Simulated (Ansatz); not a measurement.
**Worked example: CH8O3Si2 + CH6GeO3 → CH8O4Si2 + CH6GeO2**

Species: CH8O3Si2 `CO[SiH](O)[SiH2]O`, singlet; CH6GeO3 `C[O][GeH]([OH])[OH]`, singlet; CH8O4Si2 `CO[SiH](O)[SiH](O)O`, singlet; CH6GeO2 `C[O][GeH2][OH]`, singlet. The partners trade H for OH: Si–H and Ge–OH bonds give way to Si–OH and Ge–H.

Shapes, held fixed at every level: PBE0-D4/def2-TZVP. Flexible molecules stand in one conformer, not always the lowest. Programs: Ansatz 0.2.0. Electronic energies: no zero-point or thermal term.

At CCSD(T)/def2-TZVPP; 1 Eh = 2625.50 kJ/mol:

| species | energy (Eh) |
| --- | --- |
| CH8O3Si2 | -846.475551 |
| CH6GeO3 | -2342.721234 |
| CH8O4Si2 | -921.673458 |
| CH6GeO2 | -2267.542037 |

Question: Work out ΔE of the reaction at this level.

Answer: 
1. Products less reactants: (-921.673458) + (-2267.542037) − [(-846.475551) + (-2342.721234)] = -0.018710 Eh = -49.1 kJ/mol.

Other levels give -54.1 (wB97M-V/def2-TZVPP) to -51.0 kJ/mol (wB97X-V/def2-TZVPP). No measured value is set beside it here. Relativity is left out for Ge unless named. Correlated rows may include outer-core shells of Ge, which these sets cover unevenly.
